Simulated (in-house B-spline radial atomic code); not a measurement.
A run on Pd2+ (an excited or competing configuration) that did not converge. Method: scalar-relativistic (X2C) wB97X, spin-polarised, spherical fractional occupations, exact exchange averaged over the configuration, Fermi nucleus of rms radius 4.5318 fm; computed with a B-spline radial code for spherical atoms.

Command:
```bash
python run_scf.py task.json out
```
Settings (nuclear radius in fm, mass in u):
```
Z                46
configuration    [Ar] 3d10 4s2 4p5 4d8 5f1
hamiltonian      x2c
method           wb97x
spin_polarised   True
nucleus          fermi
rms_radius       4.5318
atomic_mass      105.90348
speed_of_light   137.035999084
exact_exchange   averaged over the configuration
```

First and last ten iterations of the last attempt (damped for 15 steps, keeping 80 % of the old Fock matrix, then DIIS):
```
 iter        energy (Eh)    residual
    1       -5030.160557    4.54e-01
    2       -5036.601323    3.97e-01
    3       -5039.128726    2.73e-01
    4       -5040.388647    1.85e-01
    5       -5040.999551    1.30e-01
    6       -5041.296570    9.05e-02
    7       -5041.445459    6.12e-02
    8       -5041.518875    4.40e-02
    9       -5041.553661    3.25e-02
   10       -5041.569987    2.45e-02
  111       -5041.585273    6.34e-06
  112       -5041.585273    2.71e-06
  113       -5041.585273    2.89e-06
  114       -5041.585273    3.34e-06
  115       -5041.585273    4.96e-06
  116       -5041.585273    2.70e-06
  117       -5041.585273    2.94e-06
  118       -5041.585273    2.70e-06
  119       -5041.585273    2.60e-06
  120       -5041.585273    2.59e-06
 not converged after 120 iterations
```

The smallest residual met was 2.6e-06; the threshold is about 5e-07. Over the last five steps the energy moves by less than 1e-08 hartree, but the orbitals didn't meet the threshold. Time taken, with all properties: 32 s on 1 thread of Intel(R) Xeon(R) Platinum 8488C (shared host).
